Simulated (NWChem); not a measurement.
Species: CH6FNSi2; SMILES N1C[Si@H](F)[SiH2]1

```xyz
11

F     -0.3743     2.2096     0.4773
Si    -0.0292     0.9032    -0.4236
C      1.5185    -0.0955     0.1275
N      0.8274    -1.4052     0.1348
Si    -0.9085    -1.2013     0.0631
H      0.0231     1.3772    -1.8358
H      2.3602    -0.0700    -0.5792
H      1.8993     0.2071     1.1149
H      1.3749    -2.2275     0.3620
H     -1.6808    -1.4053     1.3287
H     -1.5885    -2.0327    -0.9742
```
Atoms are numbered in this order, from 1.

All runs: NWChem. Pople sets run with spherical d functions. Structure relaxed at the B3LYP/6-31G* (spherical d) level. Absolute isotropic GIAO shieldings of the H sites, static isolated molecule.

| row | σ, PBE/pcSseg-1 (ppm) | σ, B3LYP/6-311G** (ppm) |
|---|---|---|
| H6 | 25.09 | 25.88 |
| H10 | 25.37 | 26.18 |
| H11 | 25.65 | 26.42 |
| H8 | 27.49 | 28.30 |
| H7 | 27.57 | 28.36 |
| H9 | 31.24 | withheld |

### Question
Fit a straight line of the last column on the one before it, predict the withheld value, and compare with the run.

### Answer

1. Means of the 5 shown rows: x = 26.234, y = 27.028. Slope Σ(x − x̄)(y − ȳ)/Σ(x − x̄)² = 5.778/5.759 = 1.003; intercept 0.715.
2. The shown rows scatter about the line by 0.015 (root mean square); the largest residual is -0.02, at H11.
3. At x = 31.24 (H9; beyond the shown range) the line gives 32.05.
4. The run gives 31.59, -0.46 from the line.
